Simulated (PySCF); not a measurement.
C2H8O2Si.

```xyz
13

Si     0.5008     0.1954     0.2789
O      0.4687     1.2902    -0.9780
O      1.8332    -0.7995     0.2288
C     -0.9820    -0.9055     0.0824
C     -2.3109    -0.1562     0.0490
H      0.5108     0.9732     1.5621
H      0.9022     2.1360    -0.8420
H      2.6903    -0.4081     0.4151
H     -0.8287    -1.4754    -0.8509
H     -0.9630    -1.6525     0.8944
H     -3.1623    -0.8384    -0.0996
H     -2.3259     0.5824    -0.7670
H     -2.4917     0.3914     0.9882
```
Charge 0, spin multiplicity 1.

The structure is a stationary point at PBE0-D3(BJ)/def2-SVP. The values are those of a single conformer.

These are PBE0/pcSseg-1 (PySCF) values and carry that method's errors. Non-relativistic, no solvent.

Problem. Give the absolute GIAO shielding of each atom: isotropic value and principal components (ppm). (The exact figures need the calculation; the answer reports its results.)

Solution. 
```csv
atom,σ(iso),σ11,σ22,σ33,span
Si1,361.2,328.6,345.8,409.2,80.5
O2,270.0,229.5,283.2,297.4,67.8
O3,267.1,228.3,286.4,286.5,58.2
C4,177.0,171.0,175.1,184.7,13.7
C5,177.0,170.8,174.0,186.2,15.4
H6,26.3,23.5,23.8,31.5,8.1
H7,29.5,22.7,23.6,42.3,19.6
H8,29.6,22.3,24.0,42.6,20.3
H9,30.5,26.0,29.2,36.2,10.1
H10,30.8,25.6,29.6,37.1,11.5
H11,30.1,25.1,27.6,37.7,12.6
H12,30.2,25.1,29.4,36.0,10.9
H13,30.5,26.1,28.4,36.9,10.8
```
